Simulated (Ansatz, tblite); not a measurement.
Forces on Ge14H24, a nanocrystal cut from cubic germanium at its r2SCAN-D4/def2-SVP geometry. Charge 0, multiplicity 1.

The xTB rows come from tblite. Single mean-field runs in def2-TZVP are fitted with def2-universal-jkfit.

GFN2-xTB (tblite), largest force 0.38 eV/Å:

```xyz
38
positions Å, forces eV/Å
Ge    3.941    0.662    2.241   -0.108   -0.104   -0.052
Ge   -2.383    3.096   -2.216    0.049   -0.073   -0.034
Ge    0.677    1.918    0.129    0.269    0.003   -0.180
Ge   -3.063    1.072    1.126    0.005   -0.001   -0.030
Ge   -0.716   -1.907   -0.019    0.209   -0.162   -0.187
Ge    2.540   -3.189    2.090   -0.015    0.152   -0.042
Ge   -3.761   -0.682   -2.361    0.086    0.026   -0.031
Ge    3.022    1.291    0.085    0.033    0.148    0.351
Ge    2.855   -1.172    3.399    0.212   -0.072   -0.126
Ge   -0.032    2.502   -2.122   -0.187    0.255    0.129
Ge   -3.798    1.428   -1.161   -0.085    0.032   -0.016
Ge    1.485   -2.931   -0.079   -0.079   -0.159    0.339
Ge   -1.581   -1.747   -2.285   -0.310   -0.083    0.116
Ge   -0.778    0.240    1.119   -0.241    0.083    0.128
H     5.424    0.285    2.042   -0.222    0.208    0.158
H     3.901    1.902    3.158    0.189   -0.236   -0.191
H    -2.818    3.308   -3.680    0.025    0.144    0.293
H    -2.573    4.434   -1.471   -0.003   -0.184   -0.302
H     0.544    3.186    1.005    0.005   -0.142   -0.106
H    -3.132    2.395    1.916   -0.115   -0.299   -0.009
H    -3.985    0.052    1.825    0.104    0.302    0.014
H    -1.653   -2.851    0.773    0.098    0.112   -0.096
H     3.924   -3.838    1.879   -0.308   -0.027    0.149
H     1.692   -4.174    2.920    0.301    0.072   -0.179
H    -4.194   -0.465   -3.825   -0.081   -0.146    0.281
H    -4.784   -1.631   -1.704    0.123    0.162   -0.288
H     3.827    2.499   -0.439   -0.095   -0.336   -0.082
H     3.214    0.142   -0.921    0.072    0.308    0.057
H     3.751   -1.544    4.600   -0.325    0.122   -0.104
H     1.503   -0.702    3.964    0.294   -0.110    0.068
H     0.818    3.693   -2.613   -0.093   -0.360   -0.048
H     0.246    1.315   -3.063    0.071    0.313    0.079
H    -5.251    1.958   -1.152    0.128   -0.047    0.007
H     2.394   -2.107   -1.010   -0.144   -0.285    0.034
H     1.339   -4.334   -0.706    0.145    0.323   -0.056
H    -0.582   -0.956   -3.151   -0.149   -0.289    0.056
H    -1.684   -3.169   -2.875    0.161    0.338   -0.022
H    -0.330    0.021    2.582   -0.021    0.010   -0.077
```

revPBE-D4/def2-TZVP (Ansatz), largest force 0.20 eV/Å:

```
Ge -0.018 -0.015 -0.007
Ge 0.003 -0.017 0.016
Ge -0.015 -0.033 0.001
Ge 0.014 -0.004 -0.026
Ge 0.010 0.035 0.003
Ge -0.004 0.024 -0.006
Ge 0.013 0.010 0.017
Ge -0.021 -0.036 0.007
Ge -0.029 0.011 -0.022
Ge -0.014 -0.022 0.012
Ge 0.012 -0.004 -0.001
Ge 0.007 0.040 0.010
Ge 0.002 0.024 0.014
Ge 0.025 -0.009 -0.012
H 0.188 -0.042 -0.025
H -0.001 0.148 0.109
H -0.060 0.028 -0.190
H -0.018 0.161 0.089
H -0.020 0.136 0.089
H -0.008 0.173 0.100
H -0.120 -0.134 0.088
H -0.105 -0.098 0.080
H 0.172 -0.087 -0.027
H -0.099 -0.120 0.099
H -0.059 0.030 -0.190
H -0.120 -0.118 0.078
H 0.102 0.160 -0.073
H 0.016 -0.134 -0.113
H 0.108 -0.046 0.160
H -0.172 0.060 0.055
H 0.110 0.145 -0.063
H 0.030 -0.132 -0.092
H -0.182 0.066 -0.005
H 0.101 0.100 -0.103
H -0.023 -0.182 -0.087
H 0.110 0.088 -0.084
H -0.007 -0.177 -0.075
H 0.069 -0.032 0.173
```

PBE0-D4/def2-TZVP (Ansatz), largest force 0.03 eV/Å:

```
Ge 0.024 0.011 0.015
Ge -0.012 0.020 0.009
Ge -0.016 0.016 0.023
Ge 0.001 0.000 -0.003
Ge -0.023 -0.003 0.022
Ge 0.011 -0.025 0.013
Ge -0.022 -0.008 0.008
Ge -0.001 -0.018 -0.024
Ge -0.022 0.007 0.019
Ge 0.020 -0.008 -0.012
Ge -0.016 0.006 -0.002
Ge 0.012 0.016 -0.023
Ge 0.020 -0.007 -0.012
Ge 0.024 -0.009 0.007
H -0.008 0.003 -0.007
H -0.003 -0.014 -0.008
H 0.003 -0.008 0.004
H 0.007 -0.013 -0.002
H -0.004 -0.025 -0.020
H 0.006 0.002 -0.008
H 0.004 -0.005 -0.008
H 0.013 0.023 -0.018
H -0.008 0.003 -0.007
H 0.007 0.013 -0.007
H 0.007 0.004 0.004
H 0.013 0.006 -0.001
H -0.006 0.004 0.001
H -0.009 -0.002 0.010
H -0.006 0.002 -0.002
H -0.009 0.004 -0.018
H -0.005 -0.008 0.005
H -0.007 0.006 0.021
H 0.015 -0.005 -0.006
H -0.006 0.006 0.010
H -0.007 0.001 0.001
H -0.009 -0.002 0.020
H 0.002 0.009 0.006
H 0.012 -0.004 -0.008
```
